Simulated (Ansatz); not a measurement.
Basis-set extrapolation for C2H7AlOS (PBE0-D4/def2-TZVP geometry, frozen core, the Gaussian-basis code of Ansatz). Multiplicity 1, RHF reference.

|  | def2-TZVPP | def2-QZVPP |
| --- | --- | --- |
| HF | -794.248599 | -794.274175 |
| MP2 correlation | -0.852158 | -0.916106 |
| CCSD(T) correlation | -0.938447 | not run |

Energies in hartree. Use E(X) = E(∞) + A·exp(−7.88·√X) for Hartree–Fock and E(X) = E(∞) + B·X^(−2.97) for correlation, with X = 3 and 4, and add CCSD(T) minus MP2 of the smaller set to the MP2 limit.

Task: What is the CCSD(T) energy at the basis-set limit?

Result: HF limit: -794.274175 + (-0.025576) × 0.13774 = -794.27770. MP2 limit: -0.916106 + (-0.063948) × 0.74074 = -0.96347. Higher-order term: -0.938447 − (-0.852158) = -0.08629. Total: -795.32746 hartree, 88.1 kcal/mol below CCSD(T)/def2-TZVPP.
